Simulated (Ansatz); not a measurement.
Isolated molecules relaxed with PBE0-D4/def2-TZVP in Ansatz; ΔE leaves out vibrations. CBS: MP2 limit from def2 TZ/QZ plus the TZ coupled-cluster correction, frozen cores. This one scheme is used for every species. Functionals use def2-TZVPP. B3LYP here is the variant with VWN-RPA as its local correlation; programs differ in this. For Ga outer-core shells are correlated without core-valence functions, which leaves a few kJ/mol of doubt a bond. Scalar relativity is left out up to krypton. Each species was taken in one conformer, which may not be the lowest.

Reaction (hydrogenolysis of a Ga–F bond): `B[NH][GaH][F]` + H₂ → `B[NH][GaH2]` + H–F

```csv
level,ΔE (eV)
B3LYP-D4,0.84
CAM-B3LYP,0.84
LC-ωPBE,0.80
MP2/def2-TZVPP,0.85
```

Task: What does CCSD(T)/CBS give? (An estimate is asked.)

Result: Ansatz gave: +0.78 eV. The listed levels differ from it by 0.06, 0.06, 0.02, 0.07 eV.

Largest T1 diagnostic among the species: 0.014.

From BLYP to BHLYP (50 % exact exchange), in def2-TZVPP and without D4, ΔE moves by −0.07 eV. Leaving LDA and LC-ωPBE aside and taking each functional with its dispersion term where it has one, the values, not all of them listed here, spread over 0.15 eV, from HSE06-D4 to BLYP-D4. LDA lies −0.06 eV from PBE without D4.
